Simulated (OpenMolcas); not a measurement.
Mo4+: terms and fine structure

- Program: OpenMolcas
- Method: RASSCF
- Basis: ANO-RCC-VTZP [7s6p4d2f1g]
- Scalar Hamiltonian: DKH2, point nucleus
- Active space: 8 electrons in 8 orbitals (RAS1 4p, at most 2 holes; RAS2 4d)
- State averaging: 2S+1 = 3 even, 10 roots; 2S+1 = 1 even, 15 roots
- Spin-orbit coupling: state interaction with AMFI integrals over the reference wave functions, term energies averaged over their components

With spin-orbit coupling, above the lowest level:

```csv
Configuration,Term,J,E (eV),Measured (eV),g,Term weight %,Second
4d²,³F,2,0.0000,0.0000,0.671,99,
4d²,³F,3,0.1982,0.1956,1.084,100,
4d²,³F,4,0.4269,0.4163,1.250,100,
4d²,¹D,2,1.4862,1.2634,1.089,80,19 ³P
4d²,³P,0,1.6377,1.3838,,99,
4d²,³P,1,1.7193,1.4639,1.501,100,
4d²,³P,2,1.9161,1.6624,1.407,81,18 ¹D
4d²,¹G,4,2.4699,2.0276,1.001,100,
4d²,¹S,0,5.0842,4.6790,,99,
```

Against the 8 measured excited levels shown (Sugar and Musgrove, J. Phys. Chem. Ref. Data 17, 155 (1988)) the mean absolute deviation is 1900 cm-1; the largest miss in energy is 4d² ¹G₄: computed 2.4699, measured 2.0276 eV (+21.8 %).

Spin-orbit coupling puts the lowest level 0.2570 eV below the lowest spin-free term.

A least-squares Racah fit to the terms below 60000 cm-1, each weighted by 2L + 1 and with a free common offset, gives B = 878 cm-1 and C = 3033 cm-1 (C/B = 3.46), with an rms deviation of 828 cm-1.

For ³F the intervals divided by the larger J are 532.7, 461.3 cm-1. Landé's interval rule makes them equal in pure LS coupling; they differ by 14 % of their mean. The multiplet is regular.

Without dynamic correlation excited terms often stand tens of per cent too high (terms of higher spin than the ground term too low), and those without a measured partner can miss by more than the paired ones. Active for correlation alone: 4p; no level in the range computed is led by a configuration that opens it, so any true level of that kind is missing. Measured partners are found by configuration, term and J. A level has none where our copy of the source lacks it or the pairing is in doubt (some pairs that miss far off the trend of their configuration count as doubtful), and it then counts in no deviation. Levels of configurations outside the active space are missing. The first state left out of the spin-orbit step lies near 620000 cm-1 above the lowest spin-free state of the reference (among the parities and spins computed), and the list stops at four fifths of that energy or lower.

The term weight is that of the spin-free term in the level, not the purity of its configuration.
